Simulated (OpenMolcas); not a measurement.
**Ce2+: effect of the basis set**

- Program: OpenMolcas 26.06
- Method: SS-RASPT2, IPEA 0.25 Eh, imaginary shift 0.1 Eh (closed shells correlated: 5s)
- Active space: 8 electrons in 10 orbitals (RAS1 5p, at most 2 holes; RAS2 4f)
- State averaging: 2S+1 = 3 even, 21 roots; 2S+1 = 1 even, 27 roots
- Spin-orbit coupling: RASSI with atomic mean-field integrals over the reference wave functions, term energies averaged over their components

A. ANO-R2 [8s6p5d2f1g], X2C, finite nucleus; CASPT2 step about 4 core-minutes
B. ANO-RCC-VTZP [8s7p5d3f2g1h], DKH2, point nucleus; CASPT2 step about 8 core-minutes
C. ANO-RCC-VQZP [9s8p6d4f3g2h], DKH2, point nucleus; CASPT2 step about 6 core-minutes

Energies in cm⁻¹ above 4f² ³H₄, the measured ground level; measured values from Martin, Zalubas and Hagan, Atomic Energy Levels: The Rare-Earth Elements, NSRDS-NBS 60 (1978).

| Level | A | B | C | Measured |
| --- | --- | --- | --- | --- |
| 4f² ³H₄ | 0.0 | 0.0 | 0.0 | 0.0 |
| 4f² ³H₅ | 1894 | 1886 | 1950 | 1528 |
| 4f² ¹G₄ | 3150 | 3110 | 2840 |  |
| 4f² ³H₆ | 3640 | 3630 | 3690 | 3127 |
| 4f² ³F₂ | 4760 | 4670 | 4400 | 3763 |
| 4f² ³F₃ | 5920 | 5820 | 5580 | 4765 |
| 4f² ³F₄ | 7420 | 7310 | 7070 |  |
| 4f² ¹D₂ | 12870 | 12770 | 11860 | 12835 |
| 4f² ¹I₆ | 16120 | 16190 | 15940 | 17421 |
| 4f² ³P₀ | 21440 | 20950 | 21000 |  |
| 4f² ³P₁ | 21740 | 21240 | 21300 | 16524 |
| 4f² ³P₂ | 22500 | 22000 | 22050 |  |

Deviations, from unrounded energies. A percentage is the sum of absolute deviations over the sum of measured energies, with the sign that they share, or ± where signs differ.

```csv
Against measurement,Levels,A,B,C
mean absolute deviation (cm-1),7,1400,1300,1400
fine structure of the ground term (%),2,+19.0,+18.4,+21.2
other terms of the ground configuration (%),5,±15.7,±14.4,±15.7
```

B lies closest to measurement on these levels and C furthest from it. The largest miss of B in the table is 4f² ³P₁, by +4700 cm-1. The ranking rests on the paired levels alone, and a cruder setting can come out closer through cancelling errors.

The two smallest mean deviations differ by little beside CASPT2's spread within terms, so their order carries little weight.

Among A to C the level of the table that moves most is 4f² ¹D₂, by 1000 cm-1 (lowest in C, highest in A). Moves below CASPT2's spread within the term are not significant.

CASPT2 does not keep the components of a term degenerate, so their means are used; among the terms shown or strongly mixed into the levels shown the widest spread is 1100 cm-1 (4f² ¹I, C). High states are left out of the spin-orbit mixing, which shifts the levels that they would mix with. Active for correlation alone: 5p; no level in the range computed is led by a configuration that opens it, so any true level of that kind is missing. Some terms miss by over 15 % even with CASPT2, which points to a basis or an active space too small for the shells correlated. The CASPT2 spread within a term exceeds the gap to the next term for 4f² ³H and 4f² ¹G, so the order of their levels is uncertain, and so are names and mixing where such terms share a J (holds for C). Measured partners are found by configuration, term and J. A level has none where our copy of the source lacks it or the pairing is in doubt (some pairs that miss far off the trend of their configuration count as doubtful), and it then counts in no deviation. Only configurations of the active space appear.
